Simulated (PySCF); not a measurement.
**Electron correlation in Cd (cadmium, neutral)**

[Kr] 4d10 5s1 6s1, high-spin 3S determinant (an excited configuration). All numbers are calculated (PySCF 2.14, scalar relativity by spin-free X2C-1e, in x2c-TZVPPall with one added diffuse shell each of s, p, d, f type (9s7p7d3f1g, 95 functions)). Frozen: [Kr]; 12 electrons correlated.

```json
{"level": "CCSD", "correlation energy (mhartree)": "-373.63"}
{"level": "(T)", "correlation energy (mhartree)": "-11.58"}
{"level": "CCSD(T)", "correlation energy (mhartree)": "-385.21"}
```

Diagnostics: T1 = 0.011, D1 = 0.0528, largest double amplitude 0.042.

Is a single reference adequate?

Yes, within this model without spin-orbit coupling: T1 lies below 0.03 and no double amplitude reaches 0.07.
